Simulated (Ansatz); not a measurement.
The multiplicity is imposed and other spin states were not computed.

Species: [Ti(F)3(CH3)] (charge 0, multiplicity 1).

Question: Give a relaxed geometry from PBE-D3(BJ)/def2-SVP (Ansatz, a first-principles code).

Answer: the end point of this relaxation.
Z-matrix (Å, degrees):
```
Ti
F 1 1.7487
F 1 1.7487 2 112.20
F 1 1.7487 2 112.20 3 -127.41
C 1 2.0518 2 106.57 4 -116.29
H 5 1.1108 1 109.25 2 179.08
H 5 1.1108 6 109.69 1 -119.73
H 5 1.1108 6 109.69 7 -120.54
```
